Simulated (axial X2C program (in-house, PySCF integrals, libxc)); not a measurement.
## What spin–orbit coupling does to BaB

Computed with an in-house all-electron X2C program for linear molecules (integrals from PySCF). Spin-free means the one-electron spin-free X2C Hamiltonian; two-component (2c) means X2C with spin–orbit coupling and atomic mean-field two-electron Coulomb and Gaunt terms, so the difference of the two also holds small scalar two-electron terms. Basis: Ba dyall-cv3z [14s14p9d5f1g], B dyall-v3z [7s6p2d1f] (cores contracted in-house); Gaussian nuclei, density fitting, unrestricted open shells. Masses: Ba 137.905 u, B 11.009 u.

Spin-free state: M_S = 3/2, Λ = 0 (beyond evenly filled blocks: σα, π+α, π-α); fragments Ba + B.

| level | Re (Å) | ωe (cm⁻¹) | μ (D) |
| --- | --- | --- | --- |
| PBE0 | 2.506 | 424.2 | -6.28 |
| MP2 | 2.573 | 396.2 | n/a |
| CCSD | 2.607 | 387.1 | n/a |
| CCSD(T) | 2.600 | 390.0 | n/a |
| TPSS | 2.532 | 416.6 | -5.92 |

Correlated methods: 13 electrons correlated (number of frozen shells: Ba 4 s, 3 p, 2 d; B 1 s), 273 virtual spin orbitals or spinors in MP2, 90 natural virtuals in coupled cluster.

Dipoles are positive if B is the positive end.

Two-component determinant lowest at the distance of the search:

Ω = 3/2 (⟨Sz⟩ = 1.50, ⟨Lz⟩ = 0.00 at HF); fragments Ba + B.

| level | Re (Å) | ωe (cm⁻¹) | μ (D) |
| --- | --- | --- | --- |
| PBE0 | 2.504 | 424.6 | -6.29 |
| MP2 | 2.573 | 396.0 | n/a |
| CCSD | 2.606 | 386.7 | n/a |
| CCSD(T) | 2.599 | 389.9 | n/a |
| TPSS | 2.530 | 416.8 | -5.92 |

Problem. From the two tables, how do the constants change at the CCSD(T) level (2c against spin-free)?

Solution. At the CCSD(T) level Re drops by 0.001 Å and ωe stays the same within 0.2 cm⁻¹.

Occupations by symmetry block were frozen at the best pattern of an incomplete PBE0 search. De is not given where an atomic determinant may have missed its ground term or J level, or where the truncated virtual space spoils (T). Density functionals use the spin component along the axis (collinear). Coupled cluster ran in a truncated set of natural virtual spinors; the MP2 energy of the rest was added. (T) has no such correction and the atoms are truncated less, which lowers De at CCSD(T) by a hundredth of an eV or more. Other states lie close and PBE0, whose exact exchange favours high spin, may order them wrongly; the determinant shown need not be the ground state. The nearest other spin-free determinant of the search, M_S = 1/2, Λ = 0, lies 0.28 eV up at the distance of the search. The functionals have no current-density term, which raises determinants with orbital currents, atoms included. The spin of this state cannot come from the lowest atoms; the curve heads to a higher limit, and no De is given. With several unpaired electrons one determinant need not be a pure state. This is the top spin component of a Σ state; components of lower Ω are not single determinants and can lie lower.
